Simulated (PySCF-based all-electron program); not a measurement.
## Forces on HRuNO₃, singlet in several shapes

Calculated with an in-house all-electron program built on PySCF, in large uncontracted Gaussian sets near the basis limit; Koelling–Harmon scalar relativity, no spin–orbit coupling, spin-restricted. Forces are good to about 0.017 eV/Å. Atoms are numbered as listed.

Shape A:

```xyz
6

Ru    0.0000    0.0000    0.0000
N     0.0000    0.0000    1.7160
H     0.0000    0.0000    2.7340
O     1.6081    0.0000   -0.5726
O    -0.8041    1.3926   -0.5726
O    -0.8041   -1.3926   -0.5726
```

PBE forces:

| atom | Fx | Fy | Fz (eV/Å) |
| --- | --- | --- | --- |
| Ru1 | 0.000 | 0.000 | -0.095 |
| N2 | 0.000 | 0.000 | -0.022 |
| H3 | 0.000 | 0.000 | -0.024 |
| O4 | -0.097 | 0.000 | 0.047 |
| O5 | 0.049 | -0.084 | 0.047 |
| O6 | 0.049 | 0.084 | 0.047 |

Question: What forces does r2SCAN give in shape A?

Answer: The forces move by 0.523 eV/Å (r.m.s. over the atoms) from PBE.

| atom | Fx | Fy | Fz (eV/Å) |
| --- | --- | --- | --- |
| Ru1 | 0.000 | 0.000 | -0.154 |
| N2 | 0.000 | 0.000 | -0.362 |
| H3 | 0.000 | 0.000 | -0.321 |
| O4 | -0.748 | 0.000 | 0.279 |
| O5 | 0.374 | -0.648 | 0.279 |
| O6 | 0.374 | 0.648 | 0.279 |

Shape B:

| atom | x (Å) | y (Å) | z (Å) |
| --- | --- | --- | --- |
| Ru | 0.0000 | 0.0000 | 0.0000 |
| N | 0.0000 | 0.0000 | 1.5444 |
| H | 0.0000 | 0.0000 | 2.5624 |
| O | 1.6081 | 0.0000 | -0.5726 |
| O | -0.8041 | 1.3926 | -0.5726 |
| O | -0.8041 | -1.3926 | -0.5726 |

Against shape A, Ru1–N2 goes from 1.716 to 1.544 Å.

PBE forces:

```csv
atom,Fx,Fy,Fz (eV/Å)
Ru1,0.000,0.000,-11.792
N2,0.000,0.000,11.633
H3,0.000,0.000,0.080
O4,0.292,0.000,0.026
O5,-0.146,0.253,0.026
O6,-0.146,-0.253,0.026
```

Question: What forces does r2SCAN give in shape B?

Answer: The forces move by 0.508 eV/Å (r.m.s. over the atoms) from PBE.

```json
{"atom": "Ru1", "Fx": "0.000", "Fy": "0.000", "Fz (eV/Å)": "-11.850"}
{"atom": "N2", "Fx": "0.000", "Fy": "0.000", "Fz (eV/Å)": "11.289"}
{"atom": "H3", "Fx": "0.000", "Fy": "0.000", "Fz (eV/Å)": "-0.209"}
{"atom": "O4", "Fx": "-0.337", "Fy": "0.000", "Fz (eV/Å)": "0.257"}
{"atom": "O5", "Fx": "0.168", "Fy": "-0.292", "Fz (eV/Å)": "0.257"}
{"atom": "O6", "Fx": "0.168", "Fy": "0.292", "Fz (eV/Å)": "0.257"}
```
